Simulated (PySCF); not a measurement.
Compound: C3H8FNSi.
Structure used (PBE0-D3(BJ)/def2-SVP), in Å, numbered top down from 1:
```xyz
14
C3H8FNSi angstrom
F      0.7661    1.9869    1.6549
Si     0.3105    1.3963    0.2007
C      1.0960   -0.2636   -0.1627
C      0.0169   -1.2302    0.3542
C     -1.3653   -0.6625    0.0130
N     -1.2877    0.7786    0.1891
H      0.5548    2.5336   -0.7261
H      1.2344   -0.3709   -1.2528
H      2.0745   -0.4246    0.3124
H      0.1322   -2.2469   -0.0535
H      0.1051   -1.3116    1.4505
H     -1.6365   -0.9325   -1.0284
H     -2.1332   -1.1119    0.6665
H     -2.1555    1.2958    0.1557
```

Computed, not measured: PySCF, PBE0-D3(BJ)/def2-SVP geometry optimisation, gas phase.

Masses are those of the commonest isotopes; rigid-rotor values at the optimised geometry. The values belong to one conformer with, in the numbering `[F:1][Si@H:2]1[CH2:3][CH2:4][CH2:5][NH:6]1`, F1–Si2–C3–C4 93°, Si2–C3–C4–C5 38°, C3–C4–C5–N6 -38°, C4–C5–N6–Si2 18°.

Task: What are A, B and C (MHz)?

Result: Ia = 104.65, Ib = 208.01, Ic = 253.66 u·Å²; 505379 MHz·u·Å²/I gives A = 4829, B = 2430, C = 1992 MHz.

Task: What kind of rotor is it?

Result: An asymmetric top: κ = (2 × 2430 − 4829 − 1992)/(4829 − 1992) = -0.69.

Task: What does the inertial defect say?

Result: Not planar: Δ = Ic − Ia − Ib = -59.00 u·Å². For a rigid frame Δ = −2 Σ m c², so Σ m c² = 29.50 u·Å² lies off the ab plane: 9.16 from hydrogen and 20.34 from heavier atoms. The atom farthest from that plane is 1.72 Å away.

Task: Give the other two planar moments, Paa and Pbb, and the rms extents of the mass along the axes.

Result: Paa = Σ m a² = (Ib + Ic − Ia)/2 = 178.51 and Pbb = Σ m b² = (Ia + Ic − Ib)/2 = 75.15 u·Å². With the mass M = 105.04 u, the rms extents √(P/M) along a, b and c are 1.30, 0.85, 0.53 Å.

Task: Which types of transition are allowed, and where do some lines up to J = 3 fall?

Result: The dipole components are |μa| = 2.02 D, |μb| = 0.49 D, |μc| = 0.80 D. Intensities carry the squares of the components, which stand as 1.00 : 0.06 : 0.16 (a : b : c). Some lines, for components of 0.1 D or more:

```
type  branch         J(Ka,Kc)    MHz  lower level (cm⁻¹)
   c       Q  3(1,3) ← 3(0,3)   1542               0.876
   c       Q  2(1,2) ← 2(0,2)   2017               0.441
   c       Q  1(1,1) ← 1(0,1)   2400               0.148
   b       R  2(0,2) ← 1(1,1)   6390               0.228
   c       R  1(1,0) ← 0(0,0)   7259               0.000
   a       R  2(1,2) ← 1(1,1)   8407               0.228
   b       Q  2(2,1) ← 2(1,2)   8511               0.508
   a       R  2(1,1) ← 1(1,0)   9281               0.242
   b       R  2(1,2) ← 1(0,1)  10806               0.148
   b       R  3(0,3) ← 2(1,2)  11036               0.508
   c       R  2(1,1) ← 1(0,1)  12118               0.148
   c       Q  3(3,1) ← 3(2,1)  12857               1.243
   b       R  3(1,3) ← 2(0,2)  14595               0.441
   b       R  2(2,1) ← 1(1,0)  16480               0.242
   c       R  2(2,1) ← 1(1,1)  16917               0.228
   b       R  2(2,0) ← 1(1,1)  16972               0.228
   b       R  3(3,0) ← 2(2,1)  26394               0.792
```

No PBE0-D3(BJ)/def2-SVP frequencies stand behind this structure, so it isn't proved a minimum. Zero-point vibration and centrifugal distortion are left out. Quadrupole hyperfine structure (14N) is left out.
